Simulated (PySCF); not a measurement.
Species: GeMeF3, CH3F3Ge.
SMILES: `[F][Ge]([F])([F])[CH3]`

The calculation used PBE0-D3(BJ)/def2-SVP geometry optimisation, gas phase (PySCF).

Masses are those of the commonest isotopes; rigid-rotor values at the optimised geometry. 

Problem. What are A, B and C (MHz)?

Solution. Ia = 145.34, Ib = 157.58, Ic = 157.99 u·Å²; 505379 MHz·u·Å²/I gives A = 3477, B = 3207, C = 3199 MHz.

Problem. What kind of rotor is it?

Solution. A prolate symmetric top, as the point group C3v requires two equal moments; the computed ones differ by 0.26 % because the geometry is symmetric only within the optimiser's tolerance: κ = (2 × 3207 − 3477 − 3199)/(3477 − 3199) = -0.94.

Problem. Where do the R-branch lines fall?

Solution. The dipole of 3.69 D lies along the symmetry axis, so ΔK = 0 and J+1 ← J falls at 2B(J+1) for every K: 6.41 GHz, 12.81 GHz, 19.22 GHz, 25.62 GHz, 32.03 GHz for J = 0 to 4.

Problem. Estimate the classical rotational partition function at 25 K, 50 K and 200 K.

Solution. Point group C3v, symmetry number σ = 3; q = (√π/σ)·√((kT/h)³/(ABC)), k/h = 20836.6 MHz/K: 1180 at 25 K, 3330 at 50 K, 26600 at 200 K.

Whether it is a minimum is left open (no frequencies). These are rigid-rotor constants of the computed structure; measured ground-state constants (B0) also hold zero-point vibration.
